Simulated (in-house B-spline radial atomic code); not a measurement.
Spin-orbit splittings of orbital energies (j = l + 1/2 less j = l - 1/2) and ratios of mean radii (lower j over upper j) along the 10-electron series, configuration [He] 2s2 2p6. Computed with a radial B-spline atomic code at the basis-set limit: Dirac-Hartree-Fock, average of the configuration, finite nuclei.

| ion | Z | splitting of 2p (eV) | radius ratio of 2p |
| --- | --- | --- | --- |
| In39+ | 49 | 220.94 | 0.95582 |
| Sn40+ | 50 | 241.6 | 0.9539 |
| Sb41+ | 51 | 263.73 | 0.95194 |
| Te42+ | 52 | 287.42 | 0.94993 |
| I43+ | 53 | 312.74 | 0.94787 |
| Xe44+ | 54 | 339.79 | 0.94577 |
| Cs45+ | 55 | 368.64 | 0.94361 |
| Ba46+ | 56 | 399.39 | 0.94141 |
| La47+ | 57 | 432.13 | 0.93916 |
| Ce48+ | 58 | 466.96 | 0.93685 |
| Pr49+ | 59 | 503.99 | 0.9345 |
| Nd50+ | 60 | 543.31 | 0.93209 |
| Pm51+ | 61 | 585.03 | 0.92963 |
| Sm52+ | 62 | ? | ? |
| Eu53+ | 63 | 676.17 | 0.92456 |
| Gd54+ | 64 | ? | ? |
| Tb55+ | 65 | 778.38 | 0.91926 |
| Dy56+ | 66 | 833.96 | 0.91653 |
| Ho57+ | 67 | ? | ? |
| Er58+ | 68 | 954.77 | 0.91089 |
| Tm59+ | 69 | 1020.3 | 0.90798 |
| Yb60+ | 70 | 1089.46 | 0.90501 |

(1) Fill in the row of Sm52+.

(2) Fill in the row of Gd54+.

(3) Fill in the row of Ho57+.

(4) With what power of Z does the column «splitting of 2p (eV)» change over this range?

Results:

(1) splitting of 2p (eV): 629.28; radius ratio of 2p: 0.92712.

(2) splitting of 2p (eV): 725.83; radius ratio of 2p: 0.92194.

(3) splitting of 2p (eV): 892.71; radius ratio of 2p: 0.91374.

(4) A fit of the logarithm of its size against log Z from Z = 49 to 70 has slope 4.47. An unscreened hydrogenic electron would give 4 at low Z; screening makes the apparent power larger near the neutral end, and relativity raises it again at high Z.
